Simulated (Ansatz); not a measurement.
Basis-set extrapolation for C2H8FNOSi, SMILES `CN[SiH](F)OC` (PBE0-D4/def2-TZVP geometry, frozen core, the Gaussian-basis code of Ansatz). Multiplicity 1, RHF reference.

```tsv
	def2-TZVPP	def2-QZVPP
HF	-598.365930	-598.390988
MP2 correlation	-1.163774	-1.254637
CCSD(T) correlation	-1.248427	not run
```

Energies in hartree. Use E(X) = E(∞) + A·exp(−7.88·√X) for Hartree–Fock and E(X) = E(∞) + B·X^(−2.97) for correlation, with X = 3 and 4, and add CCSD(T) minus MP2 of the smaller set to the MP2 limit.

**Question.** What is the CCSD(T) energy at the basis-set limit?

**Answer.** HF limit: -598.390988 + (-0.025058) × 0.13774 = -598.39444. MP2 limit: -1.254637 + (-0.090863) × 0.74074 = -1.32194. Higher-order term: -1.248427 − (-1.163774) = -0.08465. Total: -599.80103 hartree, 490.1 kJ/mol below CCSD(T)/def2-TZVPP.
